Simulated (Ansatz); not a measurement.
`[BH2][GeH2][CH2][SiH3]` + `N[BH][SbH2]` → `[BH2][GeH2][BH]N` + `[SiH3][CH2][SbH2]`  (redistribution)

Program: Ansatz. Geometries: PBE0-D4/def2-TZVP. ΔE: electronic, gas phase. CCSD(T)/CBS is the MP2 limit (def2-TZVPP, def2-QZVPP) plus CCSD(T) − MP2 in def2-TZVPP, frozen cores. Functionals use def2-TZVPP. B3LYP here is the variant with VWN-RPA as its local correlation; programs differ in this. def2 core potentials past Kr. For Ge, Sb outer-core shells are correlated without core-valence functions, which leaves a few kJ/mol of doubt a bond. Scalar relativity is left out up to krypton. One conformer a species, not always the lowest.

(1) Is it downhill or uphill in electronic energy at CCSD(T)/CBS, and by how much? (An estimate is asked.)

(2) What do these levels give: PBE-D4, B3LYP-D4, PBE, PBE0, HF/def2-QZVPP, HF/CBS(def2)? (An estimate is asked.)

Largest T1 diagnostic among the species: 0.014.

Results:

(1) Computed: Uphill: ΔE = +2.9 kcal/mol.

(2) The calculation gave: PBE-D4 1.9, B3LYP-D4 2.6, PBE 1.9, PBE0 3.2, HF/def2-QZVPP 5.3, HF/CBS(def2) 5.3 kcal/mol.

In def2-TZVPP, CCSD(T) changes the Hartree–Fock value by −2.0 kcal/mol (the triples alone add −0.4 kcal/mol) and MP2 by −1.5 kcal/mol. From PBE to PBE0 (25 % exact exchange), in def2-TZVPP and without D4, ΔE moves by +1.2 kcal/mol.
